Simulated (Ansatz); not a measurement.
Species: C₈H₁₀SSi, SMILES `C=Cc1ccc([SiH3])cc1S` (C–C–C–C torsion 32°, C–C–S–H torsion 44°) (charge 0, multiplicity 1).

Task: Give a relaxed geometry from B3LYP-D3(BJ)/def2-SVP in Ansatz (a program for electronic structure).

Result: One answer among several that fit: the end point of this relaxation, one of several conformers (outside a Z-matrix the atoms follow the SMILES, hydrogens last).
Z-matrix (Å, degrees):
```
C
C 1 1.4068
H 2 1.0921 1 118.69
C 2 1.3923 3 119.58 1 -177.92
H 4 1.0934 2 119.04 3 -1.66
C 4 1.4063 5 120.13 2 -179.48
C 6 1.4037 4 117.85 5 -179.37
H 7 1.0935 6 120.23 4 177.55
C 7 1.4006 8 118.09 6 178.74
C 1 1.4722 2 121.05 3 -0.02
C 10 1.3408 1 125.73 2 31.64
H 11 1.0929 10 121.02 1 -178.17
H 11 1.0941 12 116.94 10 179.30
H 10 1.0954 11 119.05 12 2.16
S 9 1.7898 7 117.12 8 2.60
H 15 1.3526 9 97.27 7 -137.39
Si 6 1.8817 7 120.80 8 -2.85
H 17 1.4915 6 109.28 7 160.74
H 17 1.4920 18 109.65 5 135.83
H 17 1.4937 18 108.53 19 117.74
```
